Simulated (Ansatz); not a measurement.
C₂H₇ClSSi, SMILES `CCS[SiH2]Cl`, relaxed with RKS PBE0-D4/def2-TZVP in the Gaussian-basis code of Ansatz from a PBE-D4/def2-SVP geometry. The force threshold is 0.005 eV/Å; the program also tests the step.

Charge 0, multiplicity 1.

Start:

```xyz
12

C    -1.127   -1.154    0.605
C    -0.232   -0.963   -0.612
S    -0.351    0.728   -1.372
Si    0.981    1.810   -0.102
Cl    2.929    1.054   -0.211
H    -1.045   -2.195    0.982
H    -2.189   -0.959    0.356
H    -0.842   -0.472    1.431
H    -0.519   -1.644   -1.439
H     0.836   -1.163   -0.388
H     0.604    1.733    1.349
H     0.955    3.223   -0.599
```

```json
{"step": "1", "energy (eV)": "-33414.2074", "largest force (eV/Å)": "0.486", "largest move (Å)": "0.000"}
{"step": "2", "energy (eV)": "-33414.2591", "largest force (eV/Å)": "0.164", "largest move (Å)": "0.043"}
{"step": "3", "energy (eV)": "-33414.2634", "largest force (eV/Å)": "0.098", "largest move (Å)": "0.035"}
{"step": "4", "energy (eV)": "-33414.2645", "largest force (eV/Å)": "0.047", "largest move (Å)": "0.014"}
{"step": "5", "energy (eV)": "-33414.2647", "largest force (eV/Å)": "0.020", "largest move (Å)": "0.006"}
{"step": "6", "energy (eV)": "-33414.2648", "largest force (eV/Å)": "0.019", "largest move (Å)": "0.010"}
{"step": "7", "energy (eV)": "-33414.2649", "largest force (eV/Å)": "0.027", "largest move (Å)": "0.014"}
{"step": "8", "energy (eV)": "-33414.2650", "largest force (eV/Å)": "0.030", "largest move (Å)": "0.020"}
{"step": "9", "energy (eV)": "-33414.2652", "largest force (eV/Å)": "0.020", "largest move (Å)": "0.020"}
{"step": "10", "energy (eV)": "-33414.2653", "largest force (eV/Å)": "0.011", "largest move (Å)": "0.032"}
{"step": "11", "energy (eV)": "-33414.2653", "largest force (eV/Å)": "0.019", "largest move (Å)": "0.040"}
{"step": "12", "energy (eV)": "-33414.2654", "largest force (eV/Å)": "0.013", "largest move (Å)": "0.010"}
{"step": "13", "energy (eV)": "-33414.2654", "largest force (eV/Å)": "0.008", "largest move (Å)": "0.006"}
{"step": "14", "energy (eV)": "-33414.2654", "largest force (eV/Å)": "0.002", "largest move (Å)": "0.003"}
{"step": "15", "energy (eV)": "-33414.2654", "largest force (eV/Å)": "0.002", "largest move (Å)": "0.006"}
```

End:

```xyz
12

C    -1.067   -1.127    0.610
C    -0.238   -0.967   -0.646
S    -0.321    0.703   -1.386
Si    0.937    1.791   -0.092
Cl    2.852    1.028   -0.068
H    -1.014   -2.161    0.964
H    -2.114   -0.882    0.422
H    -0.709   -0.480    1.412
H    -0.598   -1.625   -1.440
H     0.812   -1.214   -0.476
H     0.489    1.762    1.320
H     0.970    3.172   -0.620
```

It took 63 s on 4 threads of an Arm Neoverse V2 on a shared host, with 0.67 GiB of host memory at the peak.
